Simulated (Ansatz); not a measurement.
C4H8Si can be A, `C=C=C[SiH2]C`, or B, `C#CC[SiH2]C`.

Program: Ansatz. Geometries: PBE0-D4/def2-TZVP. ΔE: electronic, gas phase. CCSD(T)/CBS adds triple-zeta CCSD(T) − MP2 to the extrapolated MP2 energy (def2 sets, frozen cores). Functionals use def2-TZVPP. B3LYP here is the variant with VWN-RPA as its local correlation; programs differ in this. Each species was taken in one conformer, which may not be the lowest.

(1) Which is lower in electronic energy at CCSD(T)/CBS, and by how much? (Best estimate.)

(2) Give E(B) − E(A) in kcal/mol with ωB97M-V, B3LYP-D4, B2PLYP, r2SCAN-D4, PBE-D4, CCSD/def2-TZVPP, PBE0-D4. (Estimate.)

Largest T1 diagnostic: 0.012.

Results:

(1) Computed: A, by 2.7 kcal/mol.

(2) Computed: ωB97M-V 4.2, B3LYP-D4 6.4, B2PLYP 3.8, r2SCAN-D4 7.0, PBE-D4 7.3, CCSD/def2-TZVPP 2.6, PBE0-D4 6.0. None reverses the order clearly.

From PBE to PBE0 (25 % exact exchange), in def2-TZVPP and without D4, E(B) − E(A) moves by −1.3 kcal/mol.
